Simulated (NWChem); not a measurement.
# NH₃TeSe; SMILES [SeH][Te]N

Results from NWChem. This build's default masses of Se (78.918 u) and Br (79.917 u) are each other's, which moves their modes by up to 0.6 %. def2 effective core potentials on Te; no spin-orbit coupling. B3LYP is NWChem's, with the RPA form of VWN correlation. Each level has its own optimisation; frequencies are unscaled. One conformer.

```json
[
 {"level": "Hartree-Fock/STO-3G (all-electron, non-relativistic)", "r N–Te (Å)": "2.034", "r Se–Te (Å)": "2.530", "r H–N (Å)": "1.029", "r H–Se (Å)": "1.442", "highest harmonic frequency (cm⁻¹)": "4117", "lowest (cm⁻¹)": "193", "zero-point energy (kcal/mol)": "25.1"},
 {"level": "B3LYP/3-21G (all-electron, non-relativistic)", "r N–Te (Å)": "2.001", "r Se–Te (Å)": "2.730", "r H–N (Å)": "1.016", "r H–Se (Å)": "1.498", "highest harmonic frequency (cm⁻¹)": "3619", "lowest (cm⁻¹)": "139", "zero-point energy (kcal/mol)": "21.0"},
 {"level": "PBE0/def2-SVP (core potentials)", "r N–Te (Å)": "2.029", "r Se–Te (Å)": "2.529", "r H–N (Å)": "1.016", "r H–Se (Å)": "1.475", "highest harmonic frequency (cm⁻¹)": "3691", "lowest (cm⁻¹)": "153", "zero-point energy (kcal/mol)": "21.3"}
]
```
